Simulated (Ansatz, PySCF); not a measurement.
Gas-phase reaction (SMILES): N[Si](N)(Cl)Cl + N (NH3) -> N[Si](N)(N)Cl + Cl (HCl); ammonia cleaves one Si-Cl bond, a model of a ligand-exchange step.

Geometries: B3LYP-D3(BJ)/def2-TZVP minima from Ansatz (a quantum-chemistry and plane-wave program), one conformer each, not searched for the lowest. Correlated levels leave the core frozen unless marked. Spin-orbit coupling is left out. Non-relativistic. CBS marks a two-point X^-3 extrapolation of the correlation energy; Hartree-Fock from the larger set. [CCSD(T)-MP2]/basis is that difference in the basis named. Thermal terms are rigid-rotor harmonic-oscillator values from B3LYP-D3(BJ) frequencies (Ansatz or PySCF) at 298.15 K and 1 atm. 1 Eh = 627.5095 kcal/mol.

```tsv
species	E, RI-MP2/CBS(aug-cc-pV(T+d)Z,aug-cc-pV(Q+d)Z)+[CCSD(T)-MP2]/aug-cc-pV(T+d)Z (Ansatz) (Eh)	E, PBE/def2-TZVPD (Ansatz) (Eh)	H - E (Eh)	G - E (Eh)
N[Si](N)(Cl)Cl	-1320.63061	-1321.42066	0.06501	0.02550
N (NH3)	-56.50756	-56.51037	0.03799	0.01614
N[Si](N)(N)Cl	-916.74270	-917.28456	0.08978	0.04656
Cl (HCl)	-460.37874	-460.62833	0.01000	-0.01120
```

Task: Work out ΔE and ΔH, ΔG, ΔS and the equilibrium constant at 298.15 K at the first level, then ΔH at the second.

Result: 
1. ΔE = [(-916.74270) + (-460.37874)] - [(-1320.63061) + (-56.50756)] = 0.01673 Eh = 10.5 kcal/mol at RI-MP2/CBS(aug-cc-pV(T+d)Z,aug-cc-pV(Q+d)Z)+[CCSD(T)-MP2]/aug-cc-pV(T+d)Z.
2. The terms H - E add up to -0.00322 Eh, so ΔH = (0.01673 + (-0.00322))×627.5095 = 8.5 kcal/mol.
3. The terms G - E add up to -0.00628 Eh, so ΔG = 6.6 kcal/mol, and ΔS = (-0.00322 - (-0.00628))×627509.5/298.15 = 6.4 cal/(mol K).
4. log10 K = -ΔG/(RT ln 10) = -4.8, with RT ln 10 = 1.3642 kcal/mol.
5. At PBE/def2-TZVPD the same steps give ΔE = 11.4 and ΔH = 9.4 kcal/mol, a shift of +0.9 from the first level.
6. These values are not checked against measurement here, since the tables used lack a sound gas-phase enthalpy of formation for at least one species.
